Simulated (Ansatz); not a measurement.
A structure drawn as `F[SiH]1CN1`, with this starting geometry:

```xyz
8

F    -1.2365    0.6093   -1.4454
Si    0.1848    0.3063   -0.9106
C     0.2449    0.2730    0.8962
N    -0.0498   -0.9258    0.2571
H     1.1622   -0.3316   -1.8455
H     1.2616    0.3069    1.3516
H    -0.4819    0.8210    1.4679
H    -1.0852   -1.0592    0.2287
```

Charge 0, multiplicity 1.

Relax it with Ansatz at PBE-D4/def2-SVP and then PBE0-D4/def2-TZVP. Is the drawn bonding still there?

Yes, every drawn bond is still there and no new one forms.

Give the relaxed structure. (Best estimate.)

Ansatz gave: 
Z-matrix (Å, degrees):
```
Si
C 1 1.818
N 1 1.674 2 51.1
F 1 1.594 2 118.8 3 109.6
H 1 1.471 2 129.4 3 -99.7
H 2 1.091 1 116.4 3 -106.3
H 2 1.088 1 126.3 3 99.7
H 3 1.005 1 139.6 2 114.0
```
All modes are real.

Atoms count as bonded under 1.1 times the sum of their covalent radii (H–H under 0.85 Å, pairs among N, O and F under 1.55 Å), and a drawn bond as lost past 1.3 times.
